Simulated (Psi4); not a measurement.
Complex: CH3F (SMILES CF) (first 5 atoms) with C2H6 (SMILES CC); geometry from B3LYP-D3(BJ)/def2-TZVP, rigid monomers moved along the line of their centres of mass till F2···H12 is 4.81 Å.
(charge 0, multiplicity 1):
| atom | x (Å) | y (Å) | z (Å) |
|---|---|---|---|
| C | -0.5235 | 0.4905 | 0.5044 |
| F | -0.4228 | -0.8457 | 0.8749 |
| H | 0.2810 | 1.0489 | 0.9841 |
| H | -0.4358 | 0.5598 | -0.5804 |
| H | -1.4908 | 0.8732 | 0.8307 |
| C | -0.2838 | 0.4863 | 6.2847 |
| C | 1.1311 | -0.0846 | 6.2669 |
| H | -0.6586 | 0.5914 | 7.3048 |
| H | -0.9731 | -0.1603 | 5.7396 |
| H | -0.3199 | 1.4746 | 5.8205 |
| H | 1.8328 | 0.5715 | 6.7863 |
| H | 1.4882 | -0.2206 | 5.2449 |
| H | 1.1682 | -1.0603 | 6.7553 |

Calculation: SAPT0/jun-cc-pV(D+d)Z (Psi4).

Task: Which attractive term is largest, and how does the interaction split up?

Result: electrostatics -0.1, exchange 0.0, induction 0.0, dispersion -0.3, total -0.4 kJ/mol; the largest attraction is dispersion.
